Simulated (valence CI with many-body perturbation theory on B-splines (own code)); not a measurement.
**Cd XLIV: magnetic and hyperfine properties of the levels**

Calculated by configuration interaction combined with many-body perturbation theory (CI+MBPT): three valence electrons over a frozen Dirac-Fock core [He], radial functions for each j: 11 s, 11 p, 9 d, 7 f, 5 g, 2 h, 1 i, with the one-electron correlation potential Σ1, the two-electron term Σ2, the three-electron term Σ3, Breit, model QED; selected CI, second order for the rest (own B-spline code, finite nucleus).

No measured spectrum was set against this ion. As an estimate, large intervals hold to a few tenths of a per cent, small ones and those within an open d or f shell to about a per cent.

A/g_I is the dipole constant over the nuclear g factor μ/I (μ in nuclear magnetons, uniformly magnetised nucleus), B/Q the quadrupole constant per barn. Both hold the static response of the core; the bare values leave it out. Large factors of s and p1/2 electrons are usually good to 5 to 10 %; those of open d and f shells near neutrality can be off by tens of per cent, and small factors of p3/2, d and f electrons come from cancelling terms and can be off by a factor of two or in sign, in half-filled shells by more. B is blank for J = 1/2, where it vanishes, and for nearly pure S terms. Energies count from the lowest level.

Levels are named by their leading jj configuration (3d3/2^4 stands for four electrons in 3d with j = 3/2), which in mixed levels can hold well under half, so a name can repeat and another be missing. Letters in brackets count levels of one name in rising energy.

| Level | E (eV) | g | A/g_I (MHz) | A/g_I bare | B/Q (MHz/b) | B/Q bare |
| --- | --- | --- | --- | --- | --- | --- |
| (2s^2 2p1/2) J=1/2 | 0.0 | 0.646 | 1320000 | 1310000 |  |  |
| (2s 2p1/2^2) J=1/2 | 136.5 | 2.256 | 3860000 | 3810000 |  |  |
| (2s^2 2p3/2) J=3/2 | 213.9 | 1.319 | 213000 | 219000 | 402000 | 403000 |
| (2s 2p1/2 2p3/2) J=3/2 [a] | 309.9 | 1.670 | 1050000 | 1040000 | 319000 | 320000 |
| (2s 2p1/2 2p3/2) J=5/2 | 337.7 | 1.376 | 1200000 | 1190000 | 210000 | 210000 |
| (2s 2p1/2 2p3/2) J=3/2 [b] | 381.7 | 0.951 | 4440 | 15400 | 286000 | 286000 |
| (2s 2p1/2 2p3/2) J=1/2 | 384.0 | 1.182 | -1150000 | -1120000 |  |  |
| (2p1/2^2 2p3/2) J=3/2 | 530.9 | 1.388 | 182000 | 195000 | 355000 | 356000 |
| (2s 2p3/2^2) J=5/2 | 542.2 | 1.394 | 1010000 | 1000000 | 191000 | 192000 |
| (2s 2p3/2^2) J=1/2 | 606.3 | 1.851 | 4070000 | 4000000 |  |  |
| (2s 2p3/2^2) J=3/2 | 607.4 | 1.202 | -545000 | -522000 | -125000 | -125000 |
| (2p1/2 2p3/2^2) J=3/2 | 718.2 | 1.427 | -17700 | -1670 | 70800 | 70900 |
| (2p1/2 2p3/2^2) J=5/2 | 736.0 | 1.185 | 425000 | 431000 | -1860 | -1860 |
| (2p1/2 2p3/2^2) J=1/2 | 769.5 | 0.646 | 1330000 | 1310000 |  |  |
| (2p3/2^3) J=3/2 | 961.7 | 1.278 | 209000 | 219000 | -424000 | -425000 |
| (2s^2 3s) J=1/2 | 3983.9 | 1.995 | 1200000 | 1190000 |  |  |
| (2s^2 3p1/2) J=1/2 | 4032.3 | 0.670 | 383000 | 380000 |  |  |
| (2s 2p1/2 3s) J=1/2 [a] | 4078.4 | 2.413 | 2340000 | 2310000 |  |  |
| (2s 2p1/2 3s) J=3/2 | 4086.0 | 1.453 | 1180000 | 1170000 | 28500 | 28500 |
| (2s^2 3p3/2) J=3/2 | 4104.5 | 1.465 | 1050000 | 1040000 | -5900 | -5940 |
| (2s 2p1/2 3s) J=1/2 [b] | 4111.3 | 0.745 | 2000000 | 1980000 |  |  |
| (2s 2p1/2 3p1/2) J=1/2 [a] | 4119.4 | 0.255 | -262000 | -254000 |  |  |
| (2s^2 3d3/2) J=3/2 | 4130.5 | 0.922 | 789000 | 779000 | -8760 | -8650 |
| (2s 2p1/2 3p1/2) J=3/2 | 4139.7 | 1.021 | 1150000 | 1140000 | -57300 | -57300 |
| (2s^2 3d5/2) J=5/2 | 4152.0 | 1.195 | 24700 | 24600 | 31600 | 32000 |
| (2s 2p1/2 3p1/2) J=1/2 [b] | 4159.1 | 2.044 | 4050000 | 4000000 |  |  |
| (2s 2p1/2 3p3/2) J=3/2 [a] | 4190.1 | 1.412 | 231000 | 231000 | 109000 | 109000 |
| (2s 2p1/2 3p3/2) J=1/2 | 4203.7 | 1.294 | -1370000 | -1350000 |  |  |
| (2s 2p1/2 3p3/2) J=5/2 | 4207.9 | 1.350 | 1090000 | 1080000 | 23500 | 23500 |
| (2s 2p1/2 3p3/2) J=3/2 [b] | 4211.1 | 1.243 | 598000 | 593000 | 91900 | 92100 |
| (2s 2p1/2 3d3/2) J=3/2 [a] | 4218.6 | 0.546 | -369000 | -362000 | 31100 | 31300 |
| (2s 2p1/2 3d3/2) J=5/2 | 4234.7 | 1.051 | 844000 | 833000 | -37100 | -37000 |
| (2s 2p1/2 3d5/2) J=5/2 [a] | 4245.9 | 1.349 | 492000 | 485000 | 19600 | 19900 |
| (2s 2p1/2 3d3/2) J=1/2 | 4246.9 | 0.395 | -1600000 | -1580000 |  |  |
| (2s 2p1/2 3d3/2) J=3/2 [b] | 4248.2 | 1.258 | 886000 | 874000 | 56500 | 56700 |
| (2s 2p1/2 3d5/2) J=7/2 | 4260.6 | 1.251 | 772000 | 762000 | -71800 | -71600 |
| (2p1/2^2 3s) J=1/2 | 4262.1 | 1.991 | 863000 | 854000 |  |  |
| (2s 2p1/2 3d5/2) J=3/2 | 4270.8 | 1.037 | -779000 | -769000 | 4930 | 5130 |
| (2s 2p1/2 3d5/2) J=5/2 [b] | 4271.0 | 1.040 | 106000 | 106000 | 93800 | 94200 |
| (2s 2p3/2 3s) J=5/2 | 4292.5 | 1.580 | 1180000 | 1170000 | 400000 | 401000 |

**Question.** Take the isotope of mass number 111, with I = 1/2, μ = -0.594 μN. What is the hyperfine structure of (2s 2p1/2 2p3/2) J=5/2?

**Answer.** From the table A = -1420000 MHz. Shifts from the centre of gravity in MHz: F = 2: 2480000, F = 3: -1780000.
